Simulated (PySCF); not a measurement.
CCl3, SMILES Cl[C+](Cl)Cl, charge +1. Atoms are numbered in the order given.

```xyz
4

C      0.0000     0.0000     0.0000
Cl     1.6556     0.0000     0.0000
Cl    -0.8278     1.4338     0.0000
Cl    -0.8278    -1.4338     0.0000
```
Charge +1, spin multiplicity 1.

The structure is a stationary point at r2SCAN-D4/def2-SVP.

Level of theory: PySCF with PBE0/pcSseg-2.

GIAO shieldings, no solvent; atoms alike by connectivity are averaged. δ = σ(ref) − σ: ¹³C against TMS (σ = 186.1 ppm); ³⁵Cl against HCl (σ = 943.3 ppm), references at their B3LYP-D3(BJ)/def2-TZVP geometries, non-relativistic (without spin–orbit terms, shifts of atoms bonded to Cl or Br come out too high).

**Question.** Estimate the chemical shifts. (Estimate from the structure and the level; the computed values follow.)

**Answer.** 
```json
[
 {"nucleus": "¹³C", "atoms": "C1", "count": "1", "δ (ppm)": "270.7"},
 {"nucleus": "³⁵Cl", "atoms": "Cl2, Cl3, Cl4", "count": "3", "δ (ppm)": "901.4"}
]
```
